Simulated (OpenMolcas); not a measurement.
An OpenMolcas run meant for F4+ (ANO-RCC-VDZP, DKH2; inactive shells 1s; intended active space 3 electrons in 8 orbitals (2s 2p 3s 3p)). One step of its input:

```
&RASSCF
FileOrb=start.orb
Symmetry=2
Spin=4
nActEl=3 0 0
Inactive=0 1
Ras2=2 6
CIRoot=13 13 1
SDav=26
CIMx=300
Iter=58 100
PrWF=0.3
OrbListing=Nothing
MaxOrb=0
Atom
CIOnly
>>> COPY $Project.JobIph JOB001
```

Lines from the output:

```
--- SEWARD ---
Basis set label: F.ANO-RCC...3S2P1D.

      Electronic valence basis set:
      ------------------
      Associated Effective Charge   9.000000 au
      Associated Actual Charge      9.000000 au
      Nuclear Model: Point charge

      Shell  nPrim  nBasis  Cartesian Spherical Contaminant
         s      14       3        X
         p       9       2        X
         d       4       1                 X
                  Relativistic Douglas-Kroll-Hess integrals:
                    - DKH order of Hamiltonian: 2
                    - DKH order of Properties : 0
                  Atomic mean-field integrals
--- RASSCF ---

         Deleted:   0   0
 Basis functions:   8   6
  Have you used a too small basis set?
 ********************************************
--- Stop Module: rasscf at  /rc=_RC_INPUT_ERROR_ ---
.####################.
.# User input error #.
.####################.
```

What is wrong with the input?

The inactive counts of the gerade and ungerade irreps are swapped.
